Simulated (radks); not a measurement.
The numbers below are computed, except where a source is named.
Problem. Excited configurations of neutral caesium: one electron is placed in a higher orbital outside [Xe]. The ground configuration is [Xe] 6s1. Code: a radial shooting solver on a logarithmic mesh with Libxc functionals. Model: Dirac Kohn-Sham, PBE, spin-unpolarised, spherical densities, finite nucleus; open shells are shared between the two j in proportion to 2j + 1; Fermi nuclear charge, rms radius 4.8041 fm. Excitation = E - E(ground); binding = E(ion) - E, where the ion is the core of charge +1; n* = 1/sqrt(2 binding) in atomic units, and the quantum defect is n - n*. Eigenvalue and <r> are those of j = l + 1/2.

| outer orbital | excitation (eV) | binding (eV) | n* | quantum defect | eigenvalue (eV) | <r> (bohr) |
|---|---|---|---|---|---|---|
| 5d | 1.671 | 2.191 | 2.492 | 2.508 | -0.564 | 6.866 |
| 5f | 3.232 | 0.631 | 4.643 | 0.357 | -0.366 | 29.18 |
| 6p | 1.368 | 2.495 | 2.335 | 3.665 | -1.272 | 7.839 |
| 6d | 2.559 | 1.303 | 3.231 | 2.769 | -0.683 | 13.79 |
| 7s | 2.086 | 1.776 | 2.768 | 4.232 | -1.074 | 12.28 |
| 7d | 3.046 | 0.816 | 4.083 | 2.917 | -0.490 | 24.32 |

Estimate the row for 7p.

Solution. excitation (eV) 2.523; binding (eV) 1.339; n* 3.187; quantum defect 3.813; eigenvalue (eV) -0.781; <r> (bohr) 15.55. The Delta-SCF ionisation energy is 3.863 eV (NIST Atomic Spectra Database: 3.894 eV, measured). Self-interaction in the functional shifts the binding energies and quantum defects, so they are the method's values and not measured ones. Spin polarisation and multiplet splitting are left out, so open shells lie too high by an amount that depends on their filling.

Beside tabulated values, note that spin-unpolarised runs miss the spin-polarisation part of the exchange energy of open shells.
